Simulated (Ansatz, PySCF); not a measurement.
Gas-phase reaction (SMILES): [Br][AlH][Br] + F (HF) → [F][Al]([Br])[Br] + [H][H] (H2); hydrogen fluoride cleaves one Al-H bond, a model of a ligand-exchange step.

Each molecule is optimised on its own at B3LYP-D3(BJ)/def2-TZVP (Ansatz, an electronic-structure program). Correlated levels leave the core frozen unless marked. No spin-orbit coupling. Frozen are the shells of the preceding noble gas and the d and f shells that filled before the atom's block. Non-relativistic. CBS(X,Y): correlation extrapolated as X^-3; Hartree-Fock from the larger set. Thermal terms are rigid-rotor harmonic-oscillator values from B3LYP-D3(BJ) frequencies (Ansatz or PySCF) at 298.15 K and 1 atm. 1 Eh = 627.5095 kcal/mol.

```tsv
species	E, CCSD(T)/CBS(def2-TZVPPD,def2-QZVPPD) (Ansatz) (Eh)	E, r2SCAN-D4/def2-TZVPD (Ansatz + dftd4) (Eh)	H - E (Eh)
[Br][AlH][Br]	-5388.10871	-5391.42592	0.01468
F (HF)	-100.39266	-100.44728	0.01259
[F][Al]([Br])[Br]	-5487.38591	-5490.76374	0.01130
[H][H] (H2)	-1.17452	-1.17100	0.01336
```

Q: Work out ΔE and ΔH at 298.15 K at the first level, then ΔH at the second.

A: 
1. ΔE = [(-5487.38591) + (-1.17452)] - [(-5388.10871) + (-100.39266)] = -0.05906 Eh = -37.1 kcal/mol at CCSD(T)/CBS(def2-TZVPPD,def2-QZVPPD).
2. The terms H - E add up to -0.00261 Eh, so ΔH = (-0.05906 + (-0.00261))×627.5095 = -38.7 kcal/mol.
3. At r2SCAN-D4/def2-TZVPD the same steps give ΔE = -38.6 and ΔH = -40.3 kcal/mol, a shift of -1.6 from the first level.
4. These values are not checked against measurement here, since the tables used lack a sound gas-phase enthalpy of formation for at least one species.
